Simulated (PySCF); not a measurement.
F₂ (SMILES FF), singlet, geometry from GFN2-xTB; B3LYP/aug-cc-pVDZ (PySCF).

The PySCF input:
```python
from pyscf import gto, scf, dft

mol = gto.Mole()
mol.atom = '''
    F    -0.00000000   -0.00000000   -0.70158239
    F     0.00000000    0.00000000    0.70158239
'''
mol.basis = 'aug-cc-pvdz'
mol.verbose = 4
mol.build()

mf = dft.RKS(mol)
mf.xc = 'b3lyp'
mf.kernel()
mf.analyze()
```

### Question
Predict the main parts of the log of this PySCF run.

### Answer

```
PySCF version 2.14.0

[INPUT] verbose = 4
[INPUT] num. atoms = 2
[INPUT] num. electrons = 18
[INPUT] charge = 0
[INPUT] spin (= nelec alpha-beta = 2S) = 0
[INPUT] symmetry False subgroup None
[INPUT] Mole.unit = angstrom
[INPUT] Symbol           X                Y                Z      unit          X                Y                Z       unit  Magmom
[INPUT]  1 F      0.000000000000   0.000000000000  -0.701582390000 AA    0.000000000000   0.000000000000  -1.325798570918 Bohr   0.0
[INPUT]  2 F      0.000000000000   0.000000000000   0.701582390000 AA    0.000000000000   0.000000000000   1.325798570918 Bohr   0.0

nuclear repulsion = 30.5476268329084
number of shells = 16
number of NR pGTOs = 70
number of NR cGTOs = 46
basis = aug-cc-pvdz
ecp = {}

******** <class 'pyscf.dft.rks.RKS'> ********
method = RKS
initial guess = minao
damping factor = 0
level_shift factor = 0
DIIS = <class 'pyscf.scf.diis.CDIIS'>
diis_start_cycle = 1
diis_space = 8
diis_damp = 0
SCF conv_tol = 1e-09
SCF conv_tol_grad = None
SCF max_cycles = 50
direct_scf = True
direct_scf_tol = 1e-13
XC library pyscf.dft.libxc version 7.1.2
    S. Lehtola, C. Steigemann, M. J. T. Oliveira, and M. A. L. Marques,  SoftwareX 7, 1–5 (2018)
XC functionals = b3lyp
    P. J. Stephens, F. J. Devlin, C. F. Chabalowski, and M. J. Frisch,  J. Phys. Chem. 98, 11623 (1994)
radial grids:
    Treutler-Ahlrichs [JCP 102, 346 (1995); DOI:10.1063/1.469408] (M4) radial grids

becke partition: Becke, JCP 88, 2547 (1988); DOI:10.1063/1.454033
pruning grids: <function nwchem_prune>
grids dens level: 3
symmetrized grids: False
atomic radii adjust function: <function treutler_atomic_radii_adjust>
small_rho_cutoff = 0
Set gradient conv threshold to 3.16228e-05
Initial guess from minao.
tot grids = 28528
init E= -199.605244304064
  HOMO = -0.403681676647721  LUMO = -0.202465069402439  gap/eV = 5.47538
cycle= 1 E= -199.528062182118  delta_E= 0.0772  |g|= 0.227  |ddm|= 1.34
  HOMO = -0.439999097507172  LUMO = -0.189148051921174  gap/eV = 6.82600
cycle= 2 E= -199.532628886724  delta_E= -0.00457  |g|= 0.136  |ddm|= 0.162
  HOMO = -0.417573325710888  LUMO = -0.160587248331275  gap/eV = 6.99295
cycle= 3 E= -199.535283444823  delta_E= -0.00265  |g|= 0.0231  |ddm|= 0.0703
  HOMO = -0.42363399882716  LUMO = -0.166485527846494  gap/eV = 6.99737
cycle= 4 E= -199.535362784509  delta_E= -7.93e-05  |g|= 0.00572  |ddm|= 0.0157
  HOMO = -0.422628463344751  LUMO = -0.165329704338467  gap/eV = 7.00146
cycle= 5 E= -199.535367747261  delta_E= -4.96e-06  |g|= 9.87e-05  |ddm|= 0.00324
  HOMO = -0.422617251094482  LUMO = -0.165312546272982  gap/eV = 7.00162
cycle= 6 E= -199.535367748709  delta_E= -1.45e-09  |g|= 1.06e-06  |ddm|= 5.4e-05
  HOMO = -0.422617798080323  LUMO = -0.165313107001588  gap/eV = 7.00162
cycle= 7 E= -199.535367748709  delta_E=    0  |g|= 1.26e-07  |ddm|= 1.12e-06
  HOMO = -0.4226177454534  LUMO = -0.165313049909901  gap/eV = 7.00162
Extra cycle  E= -199.535367748709  delta_E= -3.69e-13  |g|= 1.08e-07  |ddm|= 1.16e-07
converged SCF energy = -199.535367748709
**** SCF Summaries ****
Total Energy =                        -199.535367748709319
Nuclear Repulsion Energy =              30.547626832908396
One-electron Energy =                 -338.700690138225127
Two-electron Energy =                  108.617695556607401
Two-electron Coulomb Energy =          129.356811686823193
DFT Exchange-Correlation Energy =      -20.739116130215795
HOMO-LUMO gap [eV] =                     7.001617395192715
**** MO energy ****
MO #1   energy= -24.8280710364148  occ= 2
MO #2   energy= -24.8280417715266  occ= 2
MO #3   energy= -1.36930106728404  occ= 2
MO #4   energy= -1.12404632015348  occ= 2
MO #5   energy= -0.618749191377718 occ= 2
MO #6   energy= -0.553676569720513 occ= 2
MO #7   energy= -0.553676569720512 occ= 2
MO #8   energy= -0.422617745453408 occ= 2
MO #9   energy= -0.4226177454534   occ= 2
MO #10  energy= -0.165313049909901 occ= 0
MO #11  energy= 0.100948656584206  occ= 0
MO #12  energy= 0.107280730536818  occ= 0
MO #13  energy= 0.140875375739722  occ= 0
MO #14  energy= 0.140875375739723  occ= 0
MO #15  energy= 0.207324078181052  occ= 0
MO #16  energy= 0.207324078181057  occ= 0
MO #17  energy= 0.211639975479502  occ= 0
 ** Mulliken pop on meta-lowdin orthogonal AOs  **
 ** Mulliken pop  **
 ** Mulliken atomic charges  **
charge of    0F =     -0.00000
charge of    1F =      0.00000
Dipole moment(X, Y, Z, Debye): -0.00000, -0.00000,  0.00000
```
